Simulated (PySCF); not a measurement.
**Electronic absorption of [C7H10FO2]+**

Species: C7H10FO2 (charge +1).
SMILES: `C=C[C@@H]1CO[C+]([C@H](C)F)O1`

Computed with TDDFT B3LYP/def2-SVPD, vertical, gas phase, core orbitals frozen in the response in PySCF 2.14.0, density-fitted response routines. The structure is a single PBE0-D3(BJ)/def2-SVP conformer in the gas phase; no vibrational or solvent corrections. Torsions of this conformer, `[CH2:1]=[CH:2][C@@H:3]1[CH2:4][O:5][C+:6]([C@H:7]([CH3:8])[F:9])[O:10]1`: C1–C2–C3–C4 -132°, O5–C6–C7–C8 120°.

Q: List the vertical singlet excitations with oscillator strengths and describe the spectrum.

A: 

```tsv
state	λ (nm)	E (eV)	f	|μ| (D)	main configurations (H = HOMO, L = LUMO)
S1	262.4	4.73	0.017	0.96	H→L (99%)
S2	193.1	6.42	0.122	2.24	H-1→L (69%), H-2→L (25%)
S3	187.5	6.61	0.027	1.04	H-2→L (69%), H-1→L (26%)
S4	185.3	6.69	0.125	2.22	H-3→L (74%), H→L+1 (18%)
S5	183.9	6.74	0.165	2.54	H→L+1 (60%), H-3→L (20%), H→L+2 (10%)
S6	168.7	7.35	0.021	0.87	H-4→L (88%)
S7	165.9	7.47	0.054	1.38	H-5→L (95%)
S8	164.7	7.53	0.0039	0.37	H-1→L+1 (76%), H-2→L+1 (15%)
S9	162.4	7.64	0.011	0.60	H-6→L (90%)
S10	162.0	7.65	0.114	1.99	H→L+2 (74%), H→L+3 (9%), H→L+1 (8%)
```

Triplets, Tamm–Dancoff:

```json
{"state": "T1", "E (eV)": "4.20", "λ (nm)": "294.9", "main configurations (H = HOMO, L = LUMO)": "H→L+1 (62%), H→L (29%)"}
{"state": "T2", "E (eV)": "4.76", "λ (nm)": "260.2", "main configurations (H = HOMO, L = LUMO)": "H→L (70%), H→L+1 (27%)"}
{"state": "T3", "E (eV)": "5.60", "λ (nm)": "221.5", "main configurations (H = HOMO, L = LUMO)": "H-1→L (63%), H-4→L (21%), H-2→L (10%)"}
{"state": "T4", "E (eV)": "6.07", "λ (nm)": "204.2", "main configurations (H = HOMO, L = LUMO)": "H-2→L (71%), H-1→L (17%), H-3→L (9%)"}
```

The lowest singlet lies at 4.73 eV (262 nm, ultraviolet) and is weak; its leading configuration is HOMO→LUMO (99%). The most intense listed level is S5 at 6.74 eV (184 nm, f = 0.165), 2.02 eV above S1. Löwdin shares by element: HOMO carbon 83% or more (atoms not listed hold the other 17%); LUMO carbon 48% or more, oxygen 39%. The oscillator strengths of these states sum to 0.660; summed over the whole spectrum of an exact calculation they would give the number of electrons, 76 (Thomas–Reiche–Kuhn). Weighted by f, the mean energy of these states is 6.87 eV. The listed states span 2.93 eV, and the widest gap between neighbours is 1.70 eV (S1 to S2). The vertical ionisation energy (ΔSCF) is 14.61 eV, 6.96 eV above S10. Singlets were solved by full linear response, triplets in the Tamm–Dancoff approximation.

Time: 4.8 min of wall time. Hardware: an Arm Neoverse V2 with one thread (shared host).
